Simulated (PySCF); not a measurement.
## Electron correlation in Hg²⁺ (mercury, charge +2)

[Xe] 4f14 5d10, closed-shell 1S. Calculation: PySCF 2.14, in ANO-RCC-VTZP; scalar relativity by spin-free X2C-1e. Frozen: [Kr] 4d10 4f14; 18 electrons correlated.

```csv
level,correlation energy (mhartree)
CCSD,-488.92
(T),-11.52
CCSD(T),-500.44
```

Diagnostics: T1 = 0.0051, D1 = 0.0094, largest double amplitude 0.018.

Cost of the coupled-cluster step: about 4 core-seconds, for 18 correlated electrons.
